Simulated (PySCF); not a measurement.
Al(F)2(GeH3) (AlF2GeH3), SMILES [F][Al]([GeH3])[F].

Geometry: PBE0-D3(BJ)/def2-SVP.

Method: PySCF with PBE/def2-TZVP.

Isolated molecule, no solvent.

### Question
Estimate the frontier levels, gap, dipole moment and polarisability. (An estimate is asked for; the answer gives what the named calculation found.)

### Answer

```json
{
  "highest_occupied_level": "-7.53 eV",
  "lowest_empty_level": "-2.15 eV",
  "orbital_gap": "5.39 eV",
  "dipole_moment": "1.86 D",
  "quadrupole, principal values (traceless, Buckingham form, about the centre of nuclear charge)": "-5.12, -3.85, 8.97 D·Å",
  "mean_static_polarisability": "58.6 bohr³ (8.69 Å³)",
  "polarisability_principal_values": "51.6, 53.6, 70.7 bohr³"
}
```
